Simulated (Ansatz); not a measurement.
Start from `OC[SiH](O)[SiH3]` and change one atom or group to get `O=C[SiH](O)CO`.

Ansatz, PBE0-D4/def2-TZVP geometries, multiplicity 1. Each molecule was computed in one conformer, which needn't be the lowest.

| property | `OC[SiH](O)[SiH3]` |
| --- | --- |
| HOMO energy (ωB97M-V/def2-TZVPP) / eV | -9.60 |
| LUMO energy (B3LYP/def2-TZVPP) / eV | -0.79 |
| HOMO–LUMO gap (PBE0/def2-TZVPP) / eV | 6.80 |
| LUMO energy (ωB97M-V/def2-TZVPP) / eV | 1.11 |
| size of the dipole moment (ωB97M-V/def2-TZVPP) / D | 2.24 |
| HOMO–LUMO gap (PBE/def2-TZVPP) / eV | 4.52 |

Q: Give the same properties after the change, and the shifts. (Best estimate.)

A: Computed: 
```tsv
property	`O=C[SiH](O)CO`	shift
HOMO energy (ωB97M-V/def2-TZVPP) / eV	-9.56	0.04
LUMO energy (B3LYP/def2-TZVPP) / eV	-2.06	-1.27
HOMO–LUMO gap (PBE0/def2-TZVPP) / eV	5.45	-1.35
LUMO energy (ωB97M-V/def2-TZVPP) / eV	0.50	-0.61
size of the dipole moment (ωB97M-V/def2-TZVPP) / D	1.81	-0.43
HOMO–LUMO gap (PBE/def2-TZVPP) / eV	2.83	-1.69
```

With PBE0 the HOMO rises by 0.12 eV and the LUMO falls by 1.22 eV, so the gap narrows by about 1.34 eV. PBE moves the HOMO by 0.16 eV and ωB97M-V by 0.04 eV. Dipoles are sizes alone; their direction can turn.

B3LYP here is the variant with VWN-RPA as its local correlation; programs differ in this.
